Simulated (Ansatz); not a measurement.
Reaction (redistribution): `[Cl][Ge]([Cl])([Cl])[Br]` + `C#[C][AlH][CH3]` → `C#[C][Ge]([Cl])([Cl])[Cl]` + `[CH3][AlH][Br]`

Program: Ansatz. Geometries: PBE0-D4/def2-TZVP. ΔE: electronic, gas phase. CCSD(T)/CBS is the MP2 limit (def2-TZVPP, def2-QZVPP) plus CCSD(T) − MP2 in def2-TZVPP, frozen cores. This one scheme is used for every species. Functionals use def2-TZVPP. For Br, Ge outer-core shells are correlated without core-valence functions, which leaves a few kJ/mol of doubt a bond. Scalar relativity is left out up to krypton.

CCSD(T)/CBS gives -0.52 eV.

Problem. Another level gave -0.42 eV. Which?
A. HF/def2-TZVPP
B. B97M-V/def2-TZVPP
C. PBE0/def2-TZVPP
D. BLYP-D4/def2-TZVPP

Solution. B. B97M-V -0.42, PBE0 -0.48, HF/def2-TZVPP -0.56, BLYP-D4 -0.37 eV.

Largest T1 diagnostic among the species: 0.012.

Leaving LDA and LC-ωPBE aside and taking each functional with its dispersion term where it has one, the values, not all of them listed here, spread over 0.17 eV, from PBE-QIDH to BLYP-D4. LDA lies −0.04 eV from PBE without D4. From r2SCAN to r2SCAN0 (25 % exact exchange), in def2-TZVPP and without D4, ΔE moves by −0.04 eV. At CCSD(T), def2-SVP lies −0.05 eV from the extrapolated value and def2-TZVPP −0.03 eV.
